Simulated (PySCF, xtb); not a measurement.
C4H7NSi, SMILES C#CC(=C)[SiH2]N. One conformer was computed; it need not be the lowest.

Harmonic wavenumbers (cm⁻¹) from GFN2-xTB run with xtb at its own minimum, in rising order: 30, 103, 154, 171, 232, 274, 401, 438, 502, 533, 584, 605, 624, 672, 728, 739, 748, 824, 895, 900, 938, 1177, 1412, 1526, 1635, 2236, 2249, 2254, 3073, 3109, 3388, 3471, 3502.

Q: What does PBE-D3(BJ)/def2-SVP in PySCF give at its own minimum? (Estimate from the structure and the level; the computed values follow.)

A: 51, 104, 165, 209, 264, 287, 439, 452, 511, 537, 607, 623, 629, 724, 745, 821, 867, 878, 897, 912, 914, 1158, 1369, 1501, 1595, 2125, 2161, 2177, 3059, 3161, 3407, 3476, 3568. Paired by order, the mean absolute difference is 35 cm⁻¹ and the zero-point energies are 57.4 and 57.7 kcal/mol.
